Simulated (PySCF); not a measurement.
# Be₂: from constants to spectrum

RHF-CCSD(T) constants of Be₂, ¹Σg⁺ (singlet), closed shell (PySCF, no relativity, basis sets Be pcseg-2; masses 9.0122 and 9.0122 u):

```
ωe              : 154.4 cm⁻¹
ωexe            : 76.3 cm⁻¹
Be              : 0.57592 cm⁻¹
αe              : 0.114 cm⁻¹
D (centrifugal) : 3.21e-05 cm⁻¹
De to Be + Be   : -0.048 eV
```

Give the vibrational terms G(v) and spacings up to v = 2.

G(v) = ωe(v+½) − ωexe(v+½)².

```
v  G(v) (cm⁻¹)  G(v) − G(v−1)  Bv (cm⁻¹)
0           58                    0.5189
1           60              2     0.4049
2          -91           -151     0.2909
```

Correlated steps freeze no core orbitals. The bond is weak. Basis-set superposition, not corrected here, can be much of De in a small basis, most of all at correlated wavefunction levels. A negative De means that the minimum lies above the separated atoms at that level.
